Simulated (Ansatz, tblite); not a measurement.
Cost and result up the ladder for the cluster K₂H₃ (5 atoms). Total charge 0; doublet. Geometry: PBE0-D4/def2-TZVP.

Cartesian coordinates in Å:
```
K 1.307 0.691 -2.820
K -1.597 0.886 -0.250
H 0.660 -0.025 -0.581
H 0.028 -0.729 1.516
H -0.398 -0.822 2.135
```

Ansatz on 4 threads of Intel Xeon on a shared host; xTB runs through tblite on one thread. Times are rough, summed over both states, and most runs start from the orbitals of an earlier one. CCSD(T)/def2-TZVPP serves as the yardstick here, not as an exact answer. Differences are given only for rows in sets of like size (and for xTB, whose basis is part of the method), since another set adds its own error. The other state is a quartet at its own geometry, which has other bonds, so the gap mixes isomer and spin.

The xTB rows come from tblite. Correlated methods freeze 10 core orbitals; core or outer-core shells of K are correlated, in sets that lack core-valence functions. In the doublet, H4 and H5 lie 0.76 Å apart (atoms count from 1), so H2 has formed as a molecule. In the quartet geometry the species has come apart into loosely held pieces. In the quartet, H4 and H5 lie 0.75 Å apart (atoms count from 1), so H2 has formed as a molecule. The structure comes from a short search, and lower isomers may exist.

Correlated methods converge slowly with the basis.

xTB has no spin-polarisation term.

```json
{"level": "GFN1-xTB", "functions": "14", "wall time": "0.009 s"}
{"level": "GFN2-xTB", "functions": "11", "wall time": "0.011 s"}
{"level": "HF/STO-3G", "functions": "29", "wall time": "2.1 s"}
{"level": "MP2/def2-TZVP", "functions": "84", "wall time": "4.7 s"}
{"level": "PBE-D4/def2-TZVP", "functions": "84", "wall time": "7.2 s"}
{"level": "revPBE-D4/def2-TZVP", "functions": "84", "wall time": "8.2 s"}
{"level": "RPA@PBE/def2-TZVP", "functions": "84", "wall time": "10 s"}
{"level": "BHLYP-D4/def2-TZVP", "functions": "84", "wall time": "12 s"}
{"level": "r2SCAN-D4/def2-TZVP (with forces)", "functions": "84", "wall time": "15 s"}
{"level": "B2PLYP/def2-TZVP", "functions": "84", "wall time": "16 s"}
{"level": "PBE0-D4/def2-TZVP", "functions": "84", "wall time": "17 s"}
{"level": "r2SCAN0-D4/def2-TZVP", "functions": "84", "wall time": "19 s"}
{"level": "B97M-V/def2-TZVP", "functions": "84", "wall time": "28 s"}
{"level": "CCSD(T)/def2-TZVPP", "functions": "108", "wall time": "48 s"}
```

(1) Estimate what each level gives for the quartet − doublet (eV).

Answers

(1) 
| level | quartet − doublet (eV) | difference from CCSD(T)/def2-TZVPP (eV) | remarks |
| --- | --- | --- | --- |
| GFN1-xTB | 7.29 | 4.82 | – |
| GFN2-xTB | 4.47 | 2.01 | – |
| HF/STO-3G | 0.66 | – | spin-contaminated (⟨S²⟩ 0.93) (doublet) |
| MP2/def2-TZVP | 2.09 | -0.38 | – |
| PBE-D4/def2-TZVP | 2.10 | -0.37 | – |
| revPBE-D4/def2-TZVP | 1.82 | -0.65 | – |
| RPA@PBE/def2-TZVP | 2.19 | -0.28 | – |
| BHLYP-D4/def2-TZVP | 1.89 | -0.58 | – |
| r2SCAN-D4/def2-TZVP (with forces) | 2.47 | 0.00 | – |
| B2PLYP/def2-TZVP | 2.47 | 0.01 | – |
| PBE0-D4/def2-TZVP | 2.10 | -0.36 | – |
| r2SCAN0-D4/def2-TZVP | 2.39 | -0.07 | – |
| B97M-V/def2-TZVP | 2.79 | 0.32 | – |
| CCSD(T)/def2-TZVPP | 2.47 | 0.00 | – |
